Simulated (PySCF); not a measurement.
Electron affinity of Re by level of theory

Re⁻ [Xe] 4f14 5d6 6s2 (5D) → Re [Xe] 4f14 5d5 6s2 (6S), as a difference of total energies. All numbers are calculated (PySCF 2.14, a scalar-relativistic core potential, in aug-cc-pVQZ-PP with ECP60MDF (7s7p6d4f3g2h, 135 functions)). Correlated levels: valence: 5s2 5p6 frozen. The calculations carry no spin-orbit coupling.

```csv
method,electron affinity (eV)
UHF,-1.903
LDA,0.288
PBE0,-0.179
r2SCAN,-0.113
r2SCAN0,-0.360
PBEsol,0.147
PW91,0.226
MP2 (valence),-0.705
```

Q: Estimate what SCS-MP2 (valence) gives.

A: -0.554 eV, closest to MP2 (valence) among the rows shown.

Q: Estimate what PBE gives.

A: 0.176 eV, closest to PBEsol among the rows shown.

The reference lies between the lowest fine-structure levels, while these numbers refer to the centres of the terms.

A negative affinity means that the anion lies above the atom at that level of theory.

In the anion the highest occupied orbital energy is positive at LDA, PBE, PBE0, r2SCAN, r2SCAN0, PBEsol, PW91, a self-interaction effect; the basis confines that electron, and the energy difference can still be sensible.

For comparison: 0.060 eV (measured; photodetachment measurements, as compiled on the Wikipedia data page of electron affinities).
